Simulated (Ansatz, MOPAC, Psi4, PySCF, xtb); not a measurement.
Lewis adduct: AlH3 (SMILES [AlH3]) (first 4 atoms) with H2S (SMILES S); geometry from B3LYP-D3(BJ)/def2-TZVP, rigid monomers moved along the line of their centres of mass till Al1···S5 is 4.64 Å.
(charge 0, multiplicity 1):
```csv
atom,x (Å),y (Å),z (Å)
Al,-0.2520,-0.1264,0.4923
H,-1.0017,-1.4932,0.8004
H,-1.1170,1.1968,0.3387
H,1.1968,-0.1837,-0.1560
S,1.2233,0.8001,4.7894
H,1.7291,-0.4086,5.0915
H,0.0764,0.5643,5.4504
```

```csv
level,interaction energy (kcal/mol),"minus CCSD(T)/CBS(aug-cc-pV(D+d)Z, aug-cc-pV(T+d)Z)",cost
PM3,-0.24,1.45,-
PM6,-0.56,1.14,-
GFN1-xTB,-3.74,-2.04,-
HF/6-31G*,-1.60,0.09,-
PBE-D3(BJ)/def2-TZVPPD,-1.92,-0.22,×1
BP86/6-31G* (no counterpoise),-1.57,0.12,-
r2SCAN/def2-TZVPPD,-1.64,0.05,×1
B3LYP-D3(BJ)/def2-TZVPPD,-1.80,-0.11,×1
B3LYP-D4/def2-TZVPPD,-1.74,-0.04,×1
PBE0-D3(BJ)/def2-TZVPPD,-1.89,-0.19,×1
PBE0-D4/def2-TZVPPD,-1.86,-0.16,×1
wB97X-V/def2-TZVPPD,-1.75,-0.06,×3
wB97M-V/def2-TZVPPD,-1.72,-0.03,×4
MP2/6-31G*,-1.71,-0.01,-
MP2/6-31G* (no counterpoise),-1.95,-0.25,-
MP2/aug-cc-pV(T+d)Z,-1.73,-0.03,-
SCS-MP2/aug-cc-pV(D+d)Z,-1.69,0.01,-
CCSD(T)/aug-cc-pV(T+d)Z,-1.68,0.01,×40*
"CCSD(T)/CBS(aug-cc-pV(D+d)Z, aug-cc-pV(T+d)Z)",-1.70,0.00,×40*
SAPT0/jun-cc-pV(D+d)Z,-1.76,-0.07,-
```

 The comparison column counts from a level with limits of its own.

The rows run from -3.74 (GFN1-xTB) to -0.24 kcal/mol (PM3). The 3 functionals in def2-TZVPPD without D3 or D4 span 0.11, from wB97X-V to r2SCAN.

Counterpoise-corrected where a basis set is named; no monomer relaxation. Rows marked so take none.

Frozen-core correlation. CBS: X⁻³ extrapolation of the correlation energy, Hartree–Fock from the larger set. Rows in 6-31G* carry no dispersion term and start afresh at each structure (6-31G* with six Cartesian d functions). MP2/6-31G* freezes PySCF's default core. The state reached by PM3, PM6 isn't checked.

Programs: Ansatz (Gaussian basis) for Hartree–Fock, density functionals and correlated methods; MOPAC for PM3, PM6 (differences of heats of formation); Psi4 for SAPT; PySCF for 6-31G* rows, the dispersion terms; xtb for the GFN methods. Values without a source in brackets are computed.

Costs are rough ratios of core time to PBE/def2-TZVPPD (about 4 s over the structures, on one shared machine); a dash marks a level with no comparable run of its own. A star marks coupled-cluster runs past 200 virtual orbitals, where the program's memory plan changes under this machine's limit, so their costs aren't comparable with smaller runs.

Ansatz is a first-principles code.
